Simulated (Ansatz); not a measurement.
Stepwise reaction of `[F][Zr]([F])([F])[F]` with hydrogen chloride, as a gas-phase model of exchange steps in deposition or etching. ΔE in kJ/mol; ΔG adds harmonic PBE0-D4 terms to CCSD(T)/CBS, at 1 bar.

Gas-phase electronic energies from Ansatz, PBE0-D4/def2-TZVP geometries. CCSD(T)/CBS is the MP2 limit (def2-TZVPP, def2-QZVPP) plus CCSD(T) − MP2 in def2-TZVPP, frozen cores. This one scheme is used for every species. DFT in def2-TZVPP. B3LYP here is the variant with VWN-RPA as its local correlation; programs differ in this. Elements past krypton have def2 core potentials. For Zr outer-core shells are correlated without core-valence functions, which leaves a few kJ/mol of doubt a bond.

| step | reaction | PBE-D4 | B3LYP-D4 | ωB97M-V | CCSD(T)/CBS | ΔG(400 K) |
| --- | --- | --- | --- | --- | --- | --- |
| 1 | `[F][Zr]([F])([F])[F]` + HCl → `[F][Zr]([F])([F])[Cl]` + H–F | 21.6 | 22.0 | 22.2 | 14.3 | 15.9 |
| 2 | `[F][Zr]([F])([F])[Cl]` + HCl → `[F][Zr]([F])([Cl])[Cl]` + H–F | 21.5 | 21.6 | 22.8 | 13.5 | 18.3 |
| 3 | `[F][Zr]([F])([Cl])[Cl]` + HCl → `[F][Zr]([Cl])([Cl])[Cl]` + H–F | 21.0 | 20.9 | 23.0 | 12.1 | 19.7 |
| 4 | `[F][Zr]([Cl])([Cl])[Cl]` + HCl → `[Cl][Zr]([Cl])([Cl])[Cl]` + H–F | 20.3 | 20.0 | 22.7 | 10.4 | 21.2 |

(1) By hand: ΔE of the 4 steps together at CCSD(T)/CBS.

Answers

(1) (14.3) + (13.5) + (12.1) + (10.4) = 50.3 kJ/mol, or 12.6 kJ/mol a step.

In ΔE the steps differ by no more than 3.9 kJ/mol. All are uphill at CCSD(T)/CBS. ΔG lies between 15.9 and 21.2 kJ/mol a step. PBE-D4 differs from CCSD(T)/CBS by 7.3 to 9.9 kJ/mol a step. Isolated molecules leave out the surface, adducts and barriers. Largest T1 diagnostic: 0.018.
